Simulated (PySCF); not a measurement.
Polarisability and C₆ of Ne²⁺ (neon, charge +2)

[He] 2s2 2p4, high-spin 3P determinant. Computed with PySCF 2.14 in aug-cc-pVQZ-DK, with scalar relativity by spin-free X2C-1e. Coupled (time-dependent) response in atomic units; α is the mean over directions.

```tsv
method	mean α (bohr³)	α xx, yy, zz	C₆ (like pair)	S(−4)
UHF	0.8284	0.9017, 0.6819, 0.9017	1.031	0.3569
PBE	0.8709	0.9356, 0.7415, 0.9356	1.107	0.3896
PBE0	0.8554	0.9222, 0.7219, 0.9222	1.081	0.3756
wB97M-V	0.8631	0.9300, 0.7294, 0.9300	1.097	0.3747
r2SCANh	0.8609	0.9351, 0.7127, 0.9351	1.099	0.3907
```

S(−4) is the Cauchy moment in α(ω) = α(0) + S(−4) ω² + …

α(iu) at PBE:

| u (hartree) | α(iu) (bohr³) |
| --- | --- |
| 0 | 0.8709 |
| 0.0500 | 0.8699 |
| 0.100 | 0.8670 |
| 0.200 | 0.8558 |
| 0.300 | 0.8384 |
| 0.500 | 0.7904 |
| 0.750 | 0.7195 |
| 1.00 | 0.6483 |
| 1.50 | 0.5223 |
| 2.00 | 0.4224 |
| 3.00 | 0.2853 |
| 5.00 | 0.1495 |

A single London oscillator, α(iu) = α/(1 + u²/ω²), gives C₆ = (3/4) ω α². Matching the computed C₆ needs ω = 4 × 1.107 / (3 × 0.8709²) = 1.95 hartree.

For an ion, C₆ is the dispersion term alone; charge-induced terms of lower order in 1/R come first.

The components differ because the open shell of this determinant is not spherical; for a pure term their mean is the scalar polarisability.
